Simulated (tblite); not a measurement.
A geometry optimisation, step by step.

C4H11NSi.
SMILES with atom numbers: `[CH2:1]=[N:2][SiH2:3][CH:4]([CH3:5])[CH3:6]` (hydrogens: H7, H8 on C1; H9, H10 on Si3; H11 on C4; H12, H13, H14 on C5; H15, H16, H17 on C6)

Computed with GFN2-xTB (tblite), gas phase: L-BFGS steps from a force-field or distance-geometry start until the largest atomic force falls under 0.01 eV/Å. 6 of its 114 geometries are shown.

Step 0: E = -510.9799 eV, largest atomic force 2.843 eV/Å
```
atom  x, y, z in Å  |  force x, y, z in eV/Å
C1      3.040   -0.639    0.880   -2.687   0.662   0.653
N2      1.806   -0.278    1.031    2.254  -0.599  -0.296
Si3     0.878    0.625   -0.130    0.702   0.482  -0.097
C4     -0.762   -0.166   -0.564   -0.256  -0.935  -0.057
C5     -1.339   -0.993    0.572   -0.741  -0.637   0.020
C6     -1.736    0.959   -0.843   -0.180   0.586   0.048
H7      3.571   -0.380   -0.026    0.399  -0.179   0.062
H8      3.526   -1.201    1.692   -0.204   0.305  -0.526
H9      1.601    0.800   -1.400    0.096   0.043  -0.068
H10     0.546    1.988    0.338    0.322  -0.302   0.284
H11    -0.692   -0.850   -1.437    0.191   0.579   0.244
H12    -1.931   -1.817    0.108    0.425   0.302   0.778
H13    -0.593   -1.362    1.287   -0.313  -0.107  -0.409
H14    -2.045   -0.346    1.106    0.194  -0.489   0.262
H15    -1.142    1.769   -1.332   -1.174  -0.354   0.197
H16    -2.598    0.623   -1.452    0.551   0.379   0.202
H17    -2.138    1.281    0.161    0.421   0.264  -1.297
```

Step 23: E = -511.5315 eV, largest atomic force 0.204 eV/Å
```
atom  x, y, z in Å  |  force x, y, z in eV/Å
C1      2.997   -0.688    0.914    0.074   0.010  -0.072
N2      1.813   -0.299    0.915   -0.046   0.082   0.061
Si3     0.892    0.721   -0.133    0.155   0.074  -0.010
C4     -0.781   -0.096   -0.517    0.007  -0.085  -0.018
C5     -1.315   -1.006    0.585   -0.055  -0.067   0.110
C6     -1.815    0.947   -0.933    0.002   0.017   0.008
H7      3.697   -0.528    0.089    0.038   0.011  -0.052
H8      3.417   -1.220    1.769   -0.201  -0.008  -0.034
H9      1.450    1.045   -1.459    0.110   0.029   0.024
H10     0.822    1.947    0.660   -0.086   0.010   0.070
H11    -0.607   -0.730   -1.390    0.019  -0.094  -0.127
H12    -1.996   -1.753    0.180   -0.080   0.024  -0.021
H13    -0.506   -1.529    1.087    0.085  -0.062  -0.037
H14    -1.852   -0.444    1.343   -0.017   0.149   0.028
H15    -1.409    1.628   -1.680    0.032  -0.066  -0.047
H16    -2.696    0.467   -1.358   -0.017   0.028   0.068
H17    -2.120    1.552   -0.083   -0.021  -0.052   0.049
```

Step 45: E = -511.6156 eV, largest atomic force 0.065 eV/Å
```
atom  x, y, z in Å  |  force x, y, z in eV/Å
C1      2.929   -0.728    0.890   -0.021   0.010   0.006
N2      1.785   -0.234    0.890    0.005  -0.002   0.037
Si3     0.887    0.820   -0.130   -0.056  -0.011   0.014
C4     -0.727   -0.113   -0.554    0.011  -0.031  -0.009
C5     -1.236   -0.970    0.602   -0.011   0.014  -0.007
C6     -1.805    0.879   -0.977    0.019  -0.027  -0.011
H7      3.680   -0.580    0.111    0.009   0.017  -0.050
H8      3.234   -1.359    1.722    0.006  -0.034   0.018
H9      1.525    1.310   -1.362   -0.024  -0.023  -0.013
H10     0.605    1.938    0.768    0.020   0.040   0.047
H11    -0.540   -0.783   -1.401    0.007   0.004  -0.018
H12    -2.117   -1.536    0.296    0.021  -0.003   0.004
H13    -0.471   -1.671    0.931   -0.036   0.030   0.011
H14    -1.519   -0.343    1.445    0.061  -0.007   0.011
H15    -1.494    1.440   -1.855   -0.005   0.026   0.008
H16    -2.733    0.359   -1.214   -0.006   0.002  -0.020
H17    -2.010    1.584   -0.173   -0.001  -0.006  -0.025
```

Step 68: E = -511.6230 eV, largest atomic force 0.055 eV/Å
```
atom  x, y, z in Å  |  force x, y, z in eV/Å
C1      2.907   -0.735    0.864    0.010  -0.005   0.005
N2      1.773   -0.221    0.924    0.053  -0.006  -0.013
Si3     0.873    0.842   -0.088    0.006  -0.009   0.032
C4     -0.715   -0.114   -0.541    0.007  -0.003  -0.003
C5     -1.233   -0.954    0.622    0.004   0.012  -0.008
C6     -1.794    0.857   -1.009   -0.008  -0.004   0.015
H7      3.621   -0.583    0.047   -0.015  -0.010   0.020
H8      3.242   -1.385    1.670   -0.004   0.005  -0.020
H9      1.506    1.325   -1.324    0.009   0.015  -0.022
H10     0.607    1.957    0.820   -0.019   0.014   0.011
H11    -0.496   -0.793   -1.373   -0.007  -0.010  -0.002
H12    -2.149   -1.473    0.340    0.009  -0.023   0.007
H13    -0.491   -1.690    0.923   -0.018  -0.007   0.002
H14    -1.451   -0.325    1.482   -0.004   0.018   0.001
H15    -1.454    1.446   -1.858   -0.002  -0.014  -0.001
H16    -2.694    0.317   -1.302   -0.017  -0.001  -0.038
H17    -2.060    1.541   -0.207   -0.004   0.027   0.015
```

Step 90: E = -511.6256 eV, largest atomic force 0.031 eV/Å
```
atom  x, y, z in Å  |  force x, y, z in eV/Å
C1      2.921   -0.750    0.826    0.007  -0.002   0.011
N2      1.800   -0.215    0.914   -0.011   0.011   0.002
Si3     0.866    0.855   -0.057    0.011   0.012  -0.014
C4     -0.710   -0.116   -0.525    0.002  -0.017   0.006
C5     -1.247   -0.933    0.646   -0.007  -0.013   0.005
C6     -1.781    0.843   -1.035   -0.005  -0.008   0.001
H7      3.619   -0.618   -0.006   -0.007   0.013  -0.007
H8      3.261   -1.400    1.629    0.016  -0.026   0.000
H9      1.468    1.384   -1.291    0.001   0.005   0.016
H10     0.574    1.936    0.885    0.007  -0.002  -0.005
H11    -0.474   -0.811   -1.338    0.009  -0.010  -0.006
H12    -2.155   -1.466    0.362    0.003   0.017  -0.004
H13    -0.510   -1.663    0.973    0.003   0.010   0.013
H14    -1.481   -0.286    1.489   -0.006  -0.007  -0.015
H15    -1.407    1.444   -1.861    0.000   0.003  -0.004
H16    -2.656    0.295   -1.382   -0.019  -0.006   0.002
H17    -2.095    1.514   -0.239   -0.004   0.022  -0.001
```

Step 113: E = -511.6299 eV, largest atomic force 0.009 eV/Å
```
atom  x, y, z in Å  |  force x, y, z in eV/Å
C1      2.933   -0.777    0.731   -0.003   0.004  -0.002
N2      1.818   -0.248    0.903    0.005  -0.003  -0.002
Si3     0.852    0.879    0.031   -0.006  -0.002   0.003
C4     -0.694   -0.116   -0.485    0.004  -0.003   0.001
C5     -1.286   -0.886    0.692   -0.002   0.001  -0.002
C6     -1.747    0.804   -1.094    0.006  -0.002   0.002
H7      3.602   -0.570   -0.109    0.004   0.007  -0.002
H8      3.297   -1.502    1.456    0.005  -0.001   0.005
H9      1.434    1.512   -1.163    0.000   0.001  -0.003
H10     0.545    1.883    1.049    0.002  -0.006  -0.001
H11    -0.406   -0.846   -1.250   -0.001   0.001  -0.002
H12    -2.138   -1.486    0.370   -0.008   0.003  -0.001
H13    -0.544   -1.547    1.131   -0.001  -0.004   0.002
H14    -1.628   -0.197    1.462    0.000   0.001   0.006
H15    -1.350    1.341   -1.952    0.001  -0.003  -0.003
H16    -2.615    0.231   -1.421   -0.003   0.006  -0.003
H17    -2.082    1.536   -0.362    0.000   0.000   0.001
```

Problem. Summarise the path.

Solution. The energy falls by 62.71 kJ/mol from step 0 to step 113; nine tenths of that is first reached at step 29. It falls at every step. The largest force goes from 2.843 to 0.009 eV/Å. Among the bonds C1=N2 changes most, from 1.295 to 1.246 Å; the atoms move by 0.451 Å rms after alignment.

Problem. Follow the three bonds and two angles with the largest change from start to end.

Solution. 
| step | E above end (kJ/mol) | largest force (eV/Å) | C1=N2 (Å) | C6–H17 (Å) | Si3–C4 (Å) | N2–Si3–H10 (°) | C1–N2–Si3 (°) |
| --- | --- | --- | --- | --- | --- | --- | --- |
| 0 | 62.71 | 2.843 | 1.295 | 1.129 | 1.871 | 112.8 | 125.1 |
| 5 | 28.43 | 0.440 | 1.254 | 1.080 | 1.902 | 109.3 | 124.7 |
| 10 | 20.23 | 0.256 | 1.250 | 1.090 | 1.915 | 104.5 | 127.4 |
| 15 | 14.82 | 0.188 | 1.245 | 1.088 | 1.912 | 101.5 | 130.6 |
| 20 | 11.83 | 0.312 | 1.250 | 1.089 | 1.914 | 101.3 | 131.3 |
| 25 | 8.36 | 0.209 | 1.245 | 1.088 | 1.907 | 101.3 | 133.7 |
| 29 | 5.49 | 0.300 | 1.249 | 1.090 | 1.916 | 100.6 | 134.3 |
| 34 | 3.24 | 0.106 | 1.245 | 1.088 | 1.914 | 99.1 | 137.3 |
| 39 | 2.01 | 0.100 | 1.245 | 1.088 | 1.911 | 101.1 | 137.3 |
| 44 | 1.45 | 0.076 | 1.246 | 1.089 | 1.910 | 101.9 | 136.2 |
| 49 | 1.13 | 0.067 | 1.246 | 1.088 | 1.911 | 101.8 | 136.2 |
| 54 | 0.96 | 0.031 | 1.246 | 1.088 | 1.911 | 101.9 | 135.6 |
| 59 | 0.87 | 0.048 | 1.246 | 1.088 | 1.909 | 101.6 | 134.9 |
| 64 | 0.76 | 0.055 | 1.246 | 1.088 | 1.909 | 101.5 | 134.6 |
| 69 | 0.63 | 0.064 | 1.247 | 1.087 | 1.909 | 101.7 | 134.6 |
| 74 | 0.57 | 0.024 | 1.246 | 1.088 | 1.911 | 102.1 | 134.9 |
| 79 | 0.53 | 0.028 | 1.247 | 1.088 | 1.911 | 102.0 | 135.0 |
| 84 | 0.48 | 0.019 | 1.246 | 1.089 | 1.910 | 101.9 | 135.6 |
| 88 | 0.44 | 0.029 | 1.246 | 1.088 | 1.910 | 101.9 | 135.8 |
| 93 | 0.38 | 0.023 | 1.246 | 1.088 | 1.909 | 101.8 | 135.9 |
| 98 | 0.33 | 0.033 | 1.246 | 1.088 | 1.910 | 101.3 | 135.9 |
| 103 | 0.19 | 0.077 | 1.246 | 1.088 | 1.910 | 101.4 | 135.5 |
| 108 | 0.02 | 0.023 | 1.246 | 1.088 | 1.910 | 102.3 | 135.3 |
| 113 | 0.00 | 0.009 | 1.246 | 1.088 | 1.910 | 102.4 | 135.2 |

What follows is the cost of the whole relaxation. On an Arm Neoverse N1 with one thread, no GPU, shared host with 64 logical CPUs at a one-minute load of 61, this took 1.1 s.
